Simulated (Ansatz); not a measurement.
Geometry optimisation, RHF/def2-SVP in Ansatz.

input.yaml

```yaml
crystal:
  periodic: [false, false, false]
  atoms:
    - { symbol: B, position_ang: [0.0, 0.0, 0.0] }
    - { symbol: H, position_ang: [0.0, 0.0, 1.54] }
    - { symbol: O, position_ang: [1.2211, 0.0, -0.705] }
    - { symbol: H, position_ang: [1.5209, -0.9519, -0.8599] }
    - { symbol: O, position_ang: [-1.2211, 0.0, -0.705] }
    - { symbol: H, position_ang: [-1.7308, -0.8467, -0.4965] }
    - { symbol: O, position_ang: [0.0766, 1.621, 0.5392] }
    - { symbol: Al, position_ang: [0.7098, 2.1426, 2.1189] }
    - { symbol: H, position_ang: [1.2046, 1.0815, 3.1499] }
    - { symbol: H, position_ang: [0.7698, 3.6608, 2.4724] }
    - { symbol: H, position_ang: [0.0407, 0.8604, 1.537] }
basis:
  gaussian: { orbitals: def2-SVP }
hamiltonian:
  xc: hf
relax:
  f_tol: 0.15
  max_steps: 25
  restrain:
    - { distance: [0, 6], at: 2.61, k: 30.0 }
    - { distance: [10, 1], at: 1.86, k: 30.0 }
    - { distance: [0, 1], at: 1.19, k: 30.0 }
    - { distance: [10, 6], at: 1.01, k: 30.0 }
```

Launched with:

```bash
$ ansatz run input.yaml --threads 2 --pin off --max-ram 3072MiB --backend cpu --events-out ev --progress --plain --runs-dir out
```

**Question.** Where does it end, and by what steps?

**Answer.** It did not converge within its limit. The restraints hold the end off the free minimum. After 24 steps the energy has fallen by 6.522 eV (the restraints' own energy left out); O7 moved furthest, 1.78 Å. Parted: B1–O7 (1.71 → 2.61 Å), Al8–H11 (1.56 → 2.43 Å). Joined: B1–H2 (1.54 → 1.20 Å).

```
step  energy less start (eV)  largest force component (eV/Å)  accepted
   0                  0.0000                           6.012       yes
   1                 -1.4169                           5.948       yes
   2                 -2.6554                           4.124       yes
   3                 -3.5081                           2.870       yes
   4                 -4.6348                           2.325       yes
   5                 -5.3144                           2.040       yes
   6                 -5.6281                           1.523       yes
   7                 -5.8518                           1.922       yes
   8                 -6.0501                           1.327       yes
   9                 -6.2123                           1.318       yes
  10                 -6.2857                           1.336       yes
  11                 -6.3214                           1.484       yes
  12                 -6.3154                           1.894        no
  13                 -6.3419                           1.446       yes
  14                 -6.3584                           1.450       yes
  15                 -6.3577                           1.660       yes
  16                 -6.3812                           1.511       yes
  17                 -6.3910                           1.574       yes
  18                 -6.3958                           1.512       yes
  19                 -6.4047                           1.556       yes
  20                 -6.4158                           1.595       yes
  21                 -6.4254                           1.593       yes
  22                 -6.4443                           1.575       yes
  23                 -6.4710                           1.649       yes
  24                 -6.5218                           1.746       yes
```

```xyz
11
Properties=species:S:1:pos:R:3
B -0.046 -0.145 -0.155
H -0.360 -1.013 0.610
O 1.235 0.366 -0.139
H 1.854 -0.129 0.377
O -0.892 0.327 -1.088
H -1.796 0.029 -1.009
O -0.559 1.069 2.102
Al 0.869 2.012 1.896
H 2.260 1.421 2.350
H 0.654 3.528 1.545
H -0.627 0.103 2.102
```

Time of the run: 25 s on 2 threads of Arm Neoverse V2, on a shared host, peak memory 0.2 GiB.
